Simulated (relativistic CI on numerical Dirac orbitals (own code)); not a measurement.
**W3+ (5d3) in a crystal field**

Calculated by Dirac-Coulomb-Breit CI, orbitals from a KLI potential per configuration, a model potential for QED, valence Slater integrals scaled by 0.65, one configuration in a parametric crystal field (own radial code).

Field parameters in Wybourne normalisation: D4h B²₀ = −7Ds, B⁴₀ = 21(Dq − Dt), B⁴₄ = 21√(5/14) Dq. The field is a parameter set, without covalency.

S is read from ⟨S²⟩ = S(S + 1).

Levels (cm⁻¹, degeneracy): 0 (2), 95 (2), 3529 (2), 5882 (2), 10428 (2), 10623 (2), 11043 (2), 17462 (2), 22563 (2), 25063 (2), 30576 (2), 31037 (2).

**Question.** Which field gives this pattern?
A. D4h, 10Dq = 41800, Ds = -1470, Dt = 660 cm⁻¹
B. D4h, 10Dq = 13500, Ds = -1020, Dt = -800 cm⁻¹
C. D4h, 10Dq = 31400, Ds = 2290, Dt = -440 cm⁻¹
D. D4h, 10Dq = 19500, Ds = 790, Dt = 360 cm⁻¹

**Answer.** C. D4h, 10Dq = 31400, Ds = 2290, Dt = -440 cm⁻¹, ground level with S = 1.39.
